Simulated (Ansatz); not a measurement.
BH2I (SMILES BI) moved off its minimum; all values from Ansatz (a program for electronic structure), cores frozen in correlated methods. Elements past Kr take the def2 small-core potentials, without spin–orbit coupling.
(charge 0, multiplicity 1)
```xyz
4

B     -0.9989    -1.5225     0.3333
H     -0.6400    -2.2579     1.0826
H     -1.9686    -1.5511    -0.3877
I      0.1122     0.2494    -0.0437
```

Forces at B3LYP/def2-TZVPP (eV/Å):

```json
[
 {"atom": "B1", "Fx": "-1.151", "Fy": "1.807", "Fz": "-2.178"},
 {"atom": "H2", "Fx": "0.614", "Fy": "-1.404", "Fz": "1.427"},
 {"atom": "H3", "Fx": "0.385", "Fy": "-0.364", "Fz": "0.587"},
 {"atom": "I4", "Fx": "0.152", "Fy": "-0.038", "Fz": "0.164"}
]
```

Q: Give the forces (eV/Å), the total energy and the dipole at CCSD(T)/def2-TZVPPD.

A: 
```json
[
 {"atom": "B1", "Fx": "-1.068", "Fy": "1.975", "Fz": "-2.229"},
 {"atom": "H2", "Fx": "0.634", "Fy": "-1.496", "Fz": "1.503"},
 {"atom": "H3", "Fx": "0.310", "Fy": "-0.391", "Fz": "0.548"},
 {"atom": "I4", "Fx": "0.124", "Fy": "-0.088", "Fz": "0.178"}
]
```
Energy -322.8016 hartree, dipole 0.57 D.
